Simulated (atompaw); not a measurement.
## Pt (Z = 78): PAW (atompaw) pseudisation with PBE, non-relativistic reference atom.

Pt (Z = 78), PAW, made with atompaw 4.2.0.5 (PBE, non-relativistic). Core [Kr] 4d10, reference 4f14 5s2 5p6 5d9 6s1 6p0. Waves: 5s (bound): rc 1.25 bohr; 6s (bound): rc 2.40 bohr; 5p (bound): rc 2.10 bohr; 6p (bound, empty): rc 2.10 bohr; 5d (bound): rc 2.40 bohr; 5d channel at -0.2 Ry: rc 2.40 bohr; 4f (bound): rc 1.05 bohr; 4f channel at -5.7 Ry: rc 1.05 bohr. Local part: troulliermartins scheme with l = 4 at 0 Ry, radius 1.90 bohr. Core correction: smooth core density matched at 1.85 bohr. Augmentation charge: sinc compensation charge, radius 2.35 bohr; PAW radius 2.40 bohr; waves and projectors: custom polynom gramschmidtortho.

All-electron outer shells of the reference configuration (PBE, non-relativistic, ld1.x):

| shell | level (eV) | outermost node (bohr) | outermost maximum (bohr) |
| --- | --- | --- | --- |
| 4p | -482.12 | 0.23 | 0.43 |
| 4d | -310.75 | 0.21 | 0.42 |
| 4f | -82.22 | – | 0.38 |
| 5s | -80.05 | 0.54 | 0.96 |
| 5p | -51.04 | 0.55 | 1.02 |
| 5d | -7.22 | 0.58 | 1.24 |
| 6s | -4.10 | 1.27 | 2.73 |
| 6p | -0.87 | 1.42 | 3.98 |

Calculated quality:

* Cutoffs needed: 230 Ry and over 300 Ry (the cutoffs (Ry, on a coarse ladder) from which the occupation-weighted sum of valence levels, in a spherical-Bessel basis at the reference potential, stays within 10 and 1 mRy of its value at 400 Ry)
* Ghost test: no extra level below or beside the all-electron valence levels (s, p, d, f tested) (spherical-Bessel basis up to 400 Ry, 20 bohr box)
* Lowest eigenvalue of the overlap operator: 0.51 (s channel)
* Overlap eigenvalues printed by atompaw (projector basis): 0.115, 0.43, 2.25, 8.79, 106, 110, 1.07e+03, 2.14e+03
* Share of each valence orbital outside the PAW sphere: 5s 0 %, 6s 78 %, 5p 1 %, 6p 95 %, 5d 14 %, 4f 0 %

Generation and tests took about 1.2 s on one core of a shared server CPU.
